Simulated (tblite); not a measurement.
C5H8BF3O.
Numbering: `[CH3:1][CH2:2][BH:3]/[CH:4]=[CH:5]/[O:6][C:7]([F:8])([F:9])[F:10]` (hydrogens: H11, H12, H13 on C1; H14, H15 on C2; H16 on B3; H17 on C4; H18 on C5)

Computed with GFN2-xTB (tblite), gas phase: L-BFGS steps from a force-field or distance-geometry start until the largest atomic force falls under 0.01 eV/Å.

At the end of the run (lengths in Å): O6–C7 1.320, C7–F8 1.326, C7–F9 1.345, C2–B3 1.573, C1–H11 1.089, C7–F10 1.345, C5–O6 1.399, C1–C2–B3 117.9°, C5–O6–C7 116.8°, F9–C7–F10 105.2°, O6–C7–F9 113.5°, C1–C2–B3–C4 0°, C2–B3–C4–C5 -179°, B3–C4–C5–O6 180°, H14–C2–B3–C4 124°, H16–B3–C2–C1 180°.

Problem. These geometries were met on the way; a selection of coordinates is given. Order them by energy above the end point, lowest first.
A. O6–C7 1.358, C7–F8 1.359, C7–F9 1.366, C2–B3 1.590, C1–H11 1.096, C7–F10 1.359, C5–O6 1.416, C1–C2–B3 111.2°, C5–O6–C7 123.0°, F9–C7–F10 108.1°, O6–C7–F9 111.4°, C1–C2–B3–C4 -67°, C2–B3–C4–C5 -179°, B3–C4–C5–O6 180°, H14–C2–B3–C4 53°, H16–B3–C2–C1 116°
B. O6–C7 1.320, C7–F8 1.325, C7–F9 1.345, C2–B3 1.581, C1–H11 1.088, C7–F10 1.345, C5–O6 1.398, C1–C2–B3 113.1°, C5–O6–C7 116.7°, F9–C7–F10 105.2°, O6–C7–F9 113.6°, C1–C2–B3–C4 -65°, C2–B3–C4–C5 180°, B3–C4–C5–O6 179°, H14–C2–B3–C4 54°, H16–B3–C2–C1 116°
C. O6–C7 1.425, C7–F8 1.391, C7–F9 1.388, C2–B3 1.608, C1–H11 1.120, C7–F10 1.373, C5–O6 1.386, C1–C2–B3 110.5°, C5–O6–C7 122.1°, F9–C7–F10 109.6°, O6–C7–F9 109.9°, C1–C2–B3–C4 -67°, C2–B3–C4–C5 -179°, B3–C4–C5–O6 180°, H14–C2–B3–C4 53°, H16–B3–C2–C1 117°
D. O6–C7 1.304, C7–F8 1.328, C7–F9 1.343, C2–B3 1.578, C1–H11 1.084, C7–F10 1.344, C5–O6 1.426, C1–C2–B3 112.1°, C5–O6–C7 123.9°, F9–C7–F10 106.4°, O6–C7–F9 113.1°, C1–C2–B3–C4 -66°, C2–B3–C4–C5 -179°, B3–C4–C5–O6 180°, H14–C2–B3–C4 54°, H16–B3–C2–C1 116°
E. O6–C7 1.324, C7–F8 1.329, C7–F9 1.346, C2–B3 1.582, C1–H11 1.088, C7–F10 1.345, C5–O6 1.399, C1–C2–B3 113.2°, C5–O6–C7 120.8°, F9–C7–F10 105.0°, O6–C7–F9 114.9°, C1–C2–B3–C4 -65°, C2–B3–C4–C5 180°, B3–C4–C5–O6 179°, H14–C2–B3–C4 55°, H16–B3–C2–C1 115°

Solution. B (0.052 eV), E (0.086 eV), D (0.146 eV), A (0.243 eV), C (0.589 eV).

```json
{"step": "22", "E above end (eV)": "0.052", "rms distance from the end, all atoms (Å)": "0.644", "largest force (eV/Å)": "0.075", "rms shift of all bonds from the end (Å)": "0.003"}
{"step": "6", "E above end (eV)": "0.086", "rms distance from the end, all atoms (Å)": "0.645", "largest force (eV/Å)": "0.256", "rms shift of all bonds from the end (Å)": "0.004"}
{"step": "2", "E above end (eV)": "0.146", "rms distance from the end, all atoms (Å)": "0.647", "largest force (eV/Å)": "1.363", "rms shift of all bonds from the end (Å)": "0.010"}
{"step": "1", "E above end (eV)": "0.243", "rms distance from the end, all atoms (Å)": "0.650", "largest force (eV/Å)": "1.542", "rms shift of all bonds from the end (Å)": "0.017"}
{"step": "0", "E above end (eV)": "0.589", "rms distance from the end, all atoms (Å)": "0.654", "largest force (eV/Å)": "2.943", "rms shift of all bonds from the end (Å)": "0.036"}
```

Rows stand in the order of the answer.
